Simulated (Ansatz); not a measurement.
`CBN(C)C` + H₂O → `CBO` + `CNC` at 600 K and 1 bar (formal hydrolysis of a B–N bond).

Gas-phase electronic energies from Ansatz, PBE0-D4/def2-TZVP geometries. CCSD(T)/CBS is the MP2 limit (def2-TZVPP, def2-QZVPP) plus CCSD(T) − MP2 in def2-TZVPP, frozen cores. This one scheme is used for every species. One conformer a species, not always the lowest.

```
  species  CCSD(T)/CBS energy (Eh)  H − E (kJ/mol)  S (J/(mol·K))
`CBN(C)C`               -199.71235           416.6          440.0
      H₂O                -76.37941            76.8          212.8
    `CBO`               -141.08489           208.4          331.4
    `CNC`               -135.00321           284.6          333.5
```

H − E and S are ideal-gas, rigid-rotor, harmonic terms from PBE0-D4/def2-TZVP, for one conformer and one mirror image of each species. 1 Eh = 2625.50 kJ/mol, R = 8.31446 J/(mol·K).

**Question.** By hand: ΔE, ΔH, ΔS and ΔG.

**Answer.** ΔE = (-141.08489) + (-135.00321) − (-199.71235) − (-76.37941) = 0.00366 Eh = 9.6 kJ/mol. Δ(H − E) = 208.4 + 284.6 − 416.6 − 76.8 = -0.4, so ΔH = 9.2 kJ/mol. ΔS = 331.4 + 333.5 − 440.0 − 212.8 = 12.1 J/(mol·K). ΔG = 9.2 − 600 × (12.1)/1000 = 1.9 kJ/mol.

**Question.** By hand: the equilibrium constant, and the temperature at which ΔG would vanish if ΔH and ΔS stayed fixed.

**Answer.** log₁₀ K = −ΔG/(RT ln 10) = -0.2. ΔG = 0 at ΔH/ΔS = 760 K, though so small a ΔH makes that figure unsure.

TΔS isn't small against ΔH here. The sign of ΔG lies within the doubt. A doubt of 5 kJ/mol in ΔE shifts log₁₀ K by 0.4 here. Other conformers and mirror images would add mixing entropy, several J/(mol·K) or more a flexible species. These are equilibria of isolated gas molecules and say nothing of rates. Largest T1 diagnostic: 0.012 (customary marks: 0.02 for closed shells, 0.045 for open ones).
